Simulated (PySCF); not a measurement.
C2H7BO3, SMILES COB(O)CO.

The structure is a stationary point at B3LYP-D3(BJ)/def2-SVP. One conformer was computed; it need not be the lowest.

All values below come from TDA-CAM-B3LYP/def2-SVPD run with PySCF.

Vertical excitations. The molecule is in vacuum.

Computed UV-visible absorptions:
```json
[
 {"state": "S1", "energy (eV)": "6.60", "λ (nm)": "188", "f": "0.004", "main pairs": "HOMO→LUMO 81 %, HOMO→LUMO+1 12 %"},
 {"state": "S2", "energy (eV)": "7.84", "λ (nm)": "158", "f": "0.012", "main pairs": "HOMO−1→LUMO 82 %"},
 {"state": "S3", "energy (eV)": "7.97", "λ (nm)": "156", "f": "0.026", "main pairs": "HOMO→LUMO+1 51 %, HOMO→LUMO+2 15 %, HOMO→LUMO 12 %"},
 {"state": "S4", "energy (eV)": "8.07", "λ (nm)": "154", "f": "0.019", "main pairs": "HOMO→LUMO+4 71 %, HOMO→LUMO+5 12 %"},
 {"state": "S5", "energy (eV)": "8.46", "λ (nm)": "147", "f": "0.017", "main pairs": "HOMO−3→LUMO 43 %, HOMO→LUMO+3 18 %, HOMO→LUMO+2 16 %"},
 {"state": "S6", "energy (eV)": "8.48", "λ (nm)": "146", "f": "0.009", "main pairs": "HOMO→LUMO+2 28 %, HOMO→LUMO+3 25 %, HOMO−3→LUMO 23 %, HOMO−2→LUMO 9 %"},
 {"state": "S7", "energy (eV)": "8.62", "λ (nm)": "144", "f": "0.005", "main pairs": "HOMO−2→LUMO 44 %, HOMO→LUMO+5 25 %, HOMO→LUMO+3 11 %, HOMO−2→LUMO+1 9 %"},
 {"state": "S8", "energy (eV)": "8.73", "λ (nm)": "142", "f": "0.010", "main pairs": "HOMO−1→LUMO+1 61 %, HOMO−3→LUMO 9 %"},
 {"state": "S9", "energy (eV)": "8.84", "λ (nm)": "140", "f": "0.005", "main pairs": "HOMO→LUMO+5 42 %, HOMO−2→LUMO 19 %, HOMO→LUMO+4 7 %"},
 {"state": "S10", "energy (eV)": "9.06", "λ (nm)": "137", "f": "0.050", "main pairs": "HOMO−4→LUMO 32 %, HOMO−1→LUMO+2 18 %, HOMO−2→LUMO+1 18 %"},
 {"state": "T1", "energy (eV)": "6.29", "λ (nm)": "197", "f": "0", "main pairs": "HOMO→LUMO 73 %, HOMO→LUMO+1 16 %"},
 {"state": "T2", "energy (eV)": "7.41", "λ (nm)": "167", "f": "0", "main pairs": "HOMO→LUMO+4 71 %, HOMO→LUMO+5 14 %"},
 {"state": "T3", "energy (eV)": "7.65", "λ (nm)": "162", "f": "0", "main pairs": "HOMO−1→LUMO 60 %, HOMO−1→LUMO+4 26 %"},
 {"state": "T4", "energy (eV)": "7.76", "λ (nm)": "160", "f": "0", "main pairs": "HOMO→LUMO+1 44 %, HOMO→LUMO+2 18 %, HOMO→LUMO 17 %"}
]
```
Triplets are in the Tamm–Dancoff approximation.
